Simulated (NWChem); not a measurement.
# Excited singlets of diphosphane (H4P2) by symmetry

SMILES: PP
```xyz
6

P      1.0086     0.5217     0.0000
P     -1.0086    -0.5217     0.0000
H      1.5409    -0.3163     1.0313
H      1.5409    -0.3163    -1.0313
H     -1.5409     0.3163     1.0313
H     -1.5409     0.3163    -1.0313
```
Charge 0, spin multiplicity 1.

Program: NWChem. All single points use one geometry, from B3LYP/def2-SVP, a minimum by its harmonic frequencies. It is one conformer; others weren't searched.

Basis set: aug-cc-pVDZ. Symmetry labels belong to the abelian group C2h used in the runs, with the axes of the coordinates shown. Entries are the lowest vertical excitation energy of each symmetry in eV (for CIS and TDDFT among the lowest few roots); a state of one symmetry need not have the same character in every method. Symmetries that some method's roots don't reach, or where a double excitation leads the EOM-CCSD root, are left out.

The correlated methods keep 10 core orbitals frozen. B3LYP has NWChem's definition, with VWN1-RPA local correlation. Coupled-cluster values serve here as a point of comparison, not as the truth.

```json
[
 {"method": "CIS", "bu": "6.08", "ag": "6.09", "bg": "6.70", "au": "7.03"},
 {"method": "TD-PBE", "bu": "5.09", "ag": "5.00", "bg": "5.63", "au": "5.86"},
 {"method": "TD-B3LYP", "bu": "5.30", "ag": "5.24", "bg": "5.88", "au": "6.16"},
 {"method": "TDA-BHandHLYP", "bu": "5.69", "ag": "5.63", "bg": "6.30", "au": "6.57"},
 {"method": "EOM-CCSD", "bu": "5.64", "ag": "5.56", "bg": "6.28", "au": "6.61"}
]
```
